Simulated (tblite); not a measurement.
Give a GFN2-xTB geometry of `CCC[SiH2][Si@H](C)[SiH3]`.

```
atom  x, y, z in Å
C1     3.870    0.681    0.063
C2     2.764   -0.302   -0.304
C3     1.412    0.116    0.260
Si4    0.010   -1.104   -0.153
Si5   -1.994   -0.216    0.626
C6    -3.388   -1.471    0.281
Si7   -2.624    1.844   -0.252
H8     3.978    0.745    1.144
H9     3.638    1.675   -0.317
H10    4.822    0.366   -0.359
H11    2.692   -0.375   -1.392
H12    3.024   -1.293    0.073
H13    1.498    0.222    1.344
H14    1.159    1.108   -0.124
H15    0.397   -2.415    0.393
H16    0.007   -1.294   -1.614
H17   -1.951   -0.109    2.104
H18   -3.174   -2.439    0.725
H19   -3.521   -1.624   -0.786
H20   -4.339   -1.130    0.683
H21   -2.819    1.788   -1.705
H22   -3.870    2.388    0.297
H23   -1.598    2.866   -0.018
```

Any rigid rotation of these coordinates is as good. Atoms count from 1 in this order. Si7 (SiH3 silicon) is distorted tetrahedral (angles from 105.8° to 114.7°). Si4 (SiH2 silicon) is distorted tetrahedral (angles from 104.6° to 116.3°). Si5 (SiH silicon) is distorted tetrahedral (angles from 104.4° to 116.4°).

Bonds between heavy atoms (Å): C1–C2 1.524, C2–C3 1.524, C3–Si4 1.904, Si4–Si5 2.326, Si5–C6 1.908, Si5–Si7 2.326.

Structure optimised with GFN2-xTB, isolated species.

Point group: C1 (no symmetry element, even within 0.4 Å). Its lowest GFN2-xTB frequency is 12 cm⁻¹, too small to tell a flat minimum from a shallow saddle. One conformer, not necessarily the lowest (C1–C2–C3–Si4 -179°, C2–C3–Si4–Si5 -175°, C3–Si4–Si5–C6 -178°). 3 starts were optimised and ended at 0.00, 0.53 and 0.72 kcal/mol (GFN2-xTB); the lowest of these is shown.

The numbers are calculated, not measured.
